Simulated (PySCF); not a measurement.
Molecule: SMILES COc1ccoc1, C$_{5}$H$_{6}$O$_{2}$.

Numbering as in the mapped SMILES `[CH3:1][O:2][c:3]1[cH:4][cH:5][o:6][cH:7]1`. Each H is labelled by its parent atom.

Geometry PBE0-D3(BJ)/def2-SVP throughout; GIAO in PySCF, gas phase, one conformer, non-relativistic; equivalent atoms averaged; basis pcSseg-1.

For orientation, KT3 gives these shifts δ (against TMS, H2O at the same level): C3 145.8, C5 133.1, C7 113.3, O6 260.9, O2 82.2, H(C5) 7.03, H(C7) 6.82, H(C4) 6.10, H(C1) 3.57 ppm.

A run gave: C3 161.4, C5 150.2, C7 126.5, O6 274.2, O2 71.9, H(C5) 7.15, H(C7) 6.89, H(C4) 6.34, H(C1) 3.59 ppm (shifts δ (against TMS, H2O at the same level)).

**Question.** Which functional was used in that run?
A. PBE0
B. CAM-B3LYP
C. wB97X-D
D. PBE
E. B3LYP

**Answer.** B. C5 tells them apart best: CAM-B3LYP gives 150.2, wB97X-D gives 147.6, PBE gives 141.8, B3LYP gives 146.4, PBE0 gives 145.7 ppm.
